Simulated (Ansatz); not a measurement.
**Energy profile**

The step: BClF₂ ([F][B]([F])[Cl]) + H₂O → BHOF₂ ([OH][B]([F])[F]) + HCl; bonds formed: Cl2–H5; dative contacts that become bonds: B1–O6; bonds broken: B1–Cl2, H5–O6 (atoms numbered as in the saddle structure below).

B1  (-0.254, -0.529, 0.275)
Cl2  (1.887, -0.167, -0.240)
F3  (-0.770, -1.317, -0.659)
F4  (-0.260, -0.899, 1.538)
H5  (0.771, 0.897, -0.195)
O6  (-0.436, 0.923, 0.044)
H7  (-0.939, 1.092, -0.763)
(Å)

Electronic energies by CCSD(T) at an estimated basis limit (MP2 extrapolated from triple and quadruple zeta, plus CCSD(T) − MP2 in triple zeta), on PBE0-D4/def2-TZVP structures; BH₂ClOF₂, closed shell; no counterpoise correction. Program: Ansatz 0.2.0. Basis: def2-TZVPP and def2-QZVPP. Cores are frozen in the correlated methods. Extrapolation: Hartree–Fock as exp(−7.88 √X), correlation as X^−2.97.

Give the profile in eV, counted from the separated reactants. (To be estimated.)

By the calculation:
| point | eV |
| --- | --- |
| separated: BClF₂ (linked as [F][B]([F])[Cl]; B1, Cl2, F3, F4; singlet) + H₂O (H5, O6, H7; singlet) | 0.000 |
| start structure | -0.371 |
| saddle | 0.437 |
| end structure | -0.688 |
| separated: BHOF₂ (linked as [OH][B]([F])[F]; B1, F3, F4, O6, H7; singlet) + HCl (Cl2, H5; singlet) | -0.548 |

The T1 diagnostic stays at or below 0.012.

The step is the kind of ligand exchange by which a precursor binds to a hydroxyl group, or is hydrolysed, in atomic layer deposition of oxides.

For scale, one of the runs: CCSD(T)/def2-TZVPP, 194 basis functions, launched by `ansatz run in.yaml --threads 4 --pin off --events-out ev --progress --plain --max-ram 9574MiB`. The run took 83 s on 4 CPU threads of an Intel Xeon (shared host), with 2.4 GiB of host memory at its peak.
